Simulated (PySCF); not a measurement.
## Distorted geometries of Pr2N2

Pr2N2 (singlet in the valence; each metal's 4f electrons, 2 of them, lie in its core potential, out of spins and levels). PySCF 2.14.0, RKS TPSS, Pr lcecp-1-SVP with ECP48, N def2-SVP; non-relativistic Hamiltonian with scalar-relativistic core potentials where named; density fitting; no spin-orbit coupling. Relaxed geometry:

```xyz
4

Pr    0.0000    0.0000    1.5948
Pr    0.0000    0.0000   -1.5948
N     1.4189    0.0000    0.0000
N    -1.4189    0.0000    0.0000
```

**Question.** Order these distorted geometries by energy above the relaxed one, lowest first.
A.
```xyz
4

Pr    0.0727    0.0073    1.6841
Pr   -0.1022   -0.1181   -1.6523
N     1.4184    0.0745   -0.1918
N    -1.3889    0.0362    0.1600
```
B.
```xyz
4

Pr   -0.0294    0.0266    1.6956
Pr    0.0676    0.0922   -1.5778
N     1.3594   -0.0955   -0.0700
N    -1.3976   -0.0232   -0.0478
```
C.
```xyz
4

Pr   -0.0074   -0.0303    1.6216
Pr   -0.0192    0.0469   -1.6024
N     1.4462   -0.0082   -0.0268
N    -1.4196   -0.0084    0.0076
```

**Answer.** C (0.04 eV), A (0.28 eV), B (0.42 eV).

**Question.** Which forces (eV/Å) act in the one that lies 0.28 eV up?

**Answer.** 
```
Pr   0.46  0.26 -2.52
Pr   0.05  0.38  1.81
N   -0.65 -0.32  0.78
N    0.14 -0.32 -0.08
```
Forces carry noise of the integration grid, about 0.01 to 0.03 eV/Å.

No frequency check is given that shows the relaxed geometry to be a minimum. An lcecp potential fixes the number of 4f electrons, so in runs with it no electron can move into or out of that shell.
